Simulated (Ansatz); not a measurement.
An input meant for [WO3(NH2)]- (WNO₃H₂⁻) (charge -1, singlet).

```yaml
crystal:
  periodic: [false, false, false]
  atoms:
    - {symbol: W, position_ang: [0.367785, 0.646790, 0.223567]}
    - {symbol: O, position_ang: [0.348847, 0.615003, 1.998324]}
    - {symbol: O, position_ang: [2.044098, 0.608929, -0.353410]}
    - {symbol: O, position_ang: [-0.501239, 2.083317, -0.347767]}
    - {symbol: N, position_ang: [-0.567307, -0.975112, -0.545049]}
    - {symbol: H, position_ang: [-0.114002, -1.890386, -0.524628]}
    - {symbol: H, position_ang: [-1.578192, -1.088541, -0.451037]}
basis:
  gaussian: {orbitals: def2-mTZVPP}
total_charge: -1
magnetization: {spin_polarized: true, initial_magnetization: 1}
hamiltonian: {xc: {name: B97M-V}}
scf: {lower_state_search: light}
output: {forces: true}
```

```sh
$ ansatz run in.yaml --threads 4 --pin off --events-out ev --progress --plain --max-ram 3916MiB
```

Predict how Ansatz answers.

The program refused the input. The number of unpaired electrons doesn't fit the electron count.
```
Error: a molecule whose nuclei and cores have a total charge of 47 cannot have a net charge of -1 together with 1 unpaired electrons
```
